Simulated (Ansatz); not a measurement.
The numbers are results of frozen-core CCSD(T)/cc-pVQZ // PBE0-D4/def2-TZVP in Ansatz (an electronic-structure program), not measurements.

Ansatz 0.2 input:
```yaml
crystal:
  periodic: [false, false, false]
  atoms:
    - { symbol: N, position_ang: [1.729565, 0.438482, 0.046969] }
    - { symbol: Si, position_ang: [0.496267, -0.553511, 0.731876] }
    - { symbol: Si, position_ang: [-1.576799, 0.153107, -0.094296] }
    - { symbol: H, position_ang: [1.64372, 1.441193, 0.091328] }
    - { symbol: H, position_ang: [2.694608, 0.160742, 0.132195] }
    - { symbol: H, position_ang: [0.775658, -1.956747, 0.321841] }
    - { symbol: H, position_ang: [0.424533, -0.556012, 2.227567] }
    - { symbol: H, position_ang: [-2.680724, -0.580958, 0.583202] }
    - { symbol: H, position_ang: [-1.681561, -0.072493, -1.561021] }
    - { symbol: H, position_ang: [-1.761847, 1.609286, 0.165954] }
basis:
  gaussian: { orbitals: cc-pVQZ }
correlation:
  method: ccsd_t
```

Output:

```
Functional definition: HF
2214 factors; integrals over basis functions are off by at most 1.3e-3 eV
mean field evaluation 1: about -17316.0820 eV, gradient 3.5e1 eV
mean field evaluation 2: about -17316.1594 eV, gradient 3.5e1 eV
mean field evaluation 4: about -17319.2182 eV, gradient 3.3e0 eV
mean field evaluation 8: about -17319.2735 eV, gradient 9.2e-2 eV
mean field evaluation 16: about -17318.3636 eV, gradient 1.9e1 eV
mean field -17319.27356832 eV, -636.4715642106 hartree, gradient 1.9e-6 eV, S^2 0.000000; 0 other end points of the search recorded, 0 dependent functions left out
11 core orbitals not correlated
reference -17319.27356832 eV, -636.4715642106 hartree; 10, 10 occupied and 362, 362 virtual orbitals, 2214 factors
second order -13.83136476 eV of doubles, -0.00000000 eV of singles
cycle   1  -14.57985931 eV  change   -7.5e-1 eV  update   8.2e-2
cycle   2  -15.02152231 eV  change   -4.4e-1 eV  update   2.6e-2
cycle   3  -15.06852464 eV  change   -4.7e-2 eV  update   1.0e-2
cycle   4  -15.06125244 eV  change    7.3e-3 eV  update   2.9e-3
cycle   5  -15.06118577 eV  change    6.7e-5 eV  update   1.1e-3
cycle   6  -15.06099130 eV  change    1.9e-4 eV  update   3.0e-4
cycle   7  -15.06086313 eV  change    1.3e-4 eV  update   8.7e-5
cycle   8  -15.06087506 eV  change   -1.2e-5 eV  update   3.4e-5
cycle   9  -15.06088514 eV  change   -1.0e-5 eV  update   1.4e-5
perturbative correction -0.54858688 eV, -0.0201601959 hartree
Total energy: -17334.88304034 eV, -637.0452017268 hartree
```

Cost: around 70 core-minutes (rough).
